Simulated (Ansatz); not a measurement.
A made-up structure of CH2OTe, singlet:

```
atom    x (Å)    y (Å)    z (Å)
  O1  -0.5788  -0.4121   0.1394
  C2  -1.4238   0.4224   0.1052
 Te3   1.5175  -0.0746  -0.1741
  H4  -0.7613  -1.3481   0.3167
  H5   1.2723   1.5450  -0.4124
```

It is relaxed with PBE-D4/def2-SVP and then PBE0-D4/def2-TZVP (Ansatz 0.2.0). Atoms count as bonded within 1.22 times the sum of their covalent radii (H–H: 0.88 Å). The end point is not checked to be a true minimum.

Problem. Does its bonding change? (Judge from chemistry; the calculation decides.)

Solution. The calculation gives: Yes. Formed: Te3–H4; broken: O1–Te3, O1–H4.

Where it ends: The first stage lowers the energy by 5.71 eV in 48 steps. It ends as a complex of H₂Te + CO:
```tsv
atom	x (Å)	y (Å)	z (Å)
O1	-2.5370	-0.7394	-0.1977
C2	-2.1599	0.3105	-0.0617
Te3	1.7344	0.0566	-0.6716
H4	1.7042	-0.8777	0.6949
H5	1.2843	1.3827	0.2109
```

For scale, one of the runs: PBE0-D4/def2-TZVP relaxation, 124 basis functions, launched by `ansatz run in.yaml --threads 2 --pin off --events-out ev --progress --plain --max-ram 4352MiB`. The run took about 44 s on 2 CPU threads of an AMD EPYC 9R45 (shared host).
